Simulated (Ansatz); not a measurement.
Geometry optimisation, DFT PBE, scalar-relativistic, plane waves, PAW (Ansatz).

Input:

```yaml
crystal:
  lattice:
    - [4.58, 0.0, 0.0]
    - [3.435, 5.949595, 0.0]
    - [0.0, 0.0, 15.58843]
  atoms:
    - { symbol: Be, position: [0.0, 0.0, 0.0641501] }
    - { symbol: Be, position: [0.5, 0.0, 0.0641501] }
    - { symbol: Be, position: [0.0, 0.3333333, 0.0641501] }
    - { symbol: Be, position: [0.5, 0.3333333, 0.0641501] }
    - { symbol: Be, position: [0.0, 0.6666667, 0.0641501] }
    - { symbol: Be, position: [0.5, 0.6666667, 0.0641501] }
    - { symbol: Be, position: [-0.1666667, 0.2222222, 0.1792493] }
    - { symbol: Be, position: [0.3333333, 0.2222222, 0.1792493] }
    - { symbol: Be, position: [-0.1666667, 0.5555556, 0.1792493] }
    - { symbol: Be, position: [0.3333333, 0.5555556, 0.1792493] }
    - { symbol: Be, position: [-0.1666667, 0.8888889, 0.1792493] }
    - { symbol: Be, position: [0.3333333, 0.8888889, 0.1792493] }
    - { symbol: Be, position: [0.0, 0.0, 0.2943484] }
    - { symbol: Be, position: [0.5, 0.0, 0.2943484] }
    - { symbol: Be, position: [0.0, 0.3333333, 0.2943484] }
    - { symbol: Be, position: [0.5, 0.3333333, 0.2943484] }
    - { symbol: Be, position: [0.0, 0.6666667, 0.2943484] }
    - { symbol: Be, position: [0.5, 0.6666667, 0.2943484] }
    - { symbol: S, position: [0.325036, 0.2197031, 0.3976302] }
basis:
  ecutwfc: 420.0
kpoints:
  mp_grid: { grid: [5, 4, 1] }
hamiltonian:
  xc: pbe
scf:
  occupations: { method: fermi_dirac, width: 0.15 }
  lower_state_search: "off"
relax:
  f_tol: 0.03
  max_steps: 60
  adjacent_minimum: "off"
  constraints: [{ sites: [0, 1, 2, 3, 4, 5] }]
output:
  write_density: true
  write_potential: true
  elf: true
  volumetric_format: npy
```

Command:

```bash
$ ansatz run input.yaml --threads 1 --pin off --max-ram 3072MiB --backend cpu --events-out ev --progress --plain --runs-dir out
```

Where does it end, and by what steps?

The forces met the threshold. Limits of this set-up: coarse k mesh, thin slab, slab without dipole correction. After 4 steps the energy has fallen by 0.189 eV; Be14 moved furthest, 0.18 Å.

| step | energy less start (eV) | largest force component (eV/Å) | accepted |
| --- | --- | --- | --- |
| 0 | 0.0000 | 0.581 | yes |
| 1 | -0.1273 | 0.395 | yes |
| 2 | -0.1882 | 0.061 | yes |
| 3 | -0.1891 | 0.031 | yes |
| 4 | -0.1894 | 0.002 | yes |

```xyz
19
Lattice="4.5800 0.0000 0.0000 3.4350 5.9496 0.0000 0.0000 0.0000 15.5884" Properties=species:S:1:pos:R:3
Be 0.000 0.000 1.000
Be 2.290 0.000 1.000
Be 1.145 1.983 1.000
Be 3.435 1.983 1.000
Be 2.290 3.966 1.000
Be 4.580 3.966 1.000
Be -0.001 1.302 2.891
Be 2.288 1.310 2.767
Be 1.167 3.288 2.847
Be 3.409 3.297 2.851
Be 2.276 5.313 2.817
Be 4.591 5.315 2.836
Be -0.003 -0.070 4.594
Be 2.286 -0.091 4.740
Be 1.109 2.034 4.698
Be 3.467 2.030 4.698
Be 2.298 3.994 4.607
Be 4.569 3.982 4.593
S 2.290 1.341 6.214
```

Time of the run: 94 s on 1 thread of Arm Neoverse V1 (shared host), peak memory 0.55 GiB.
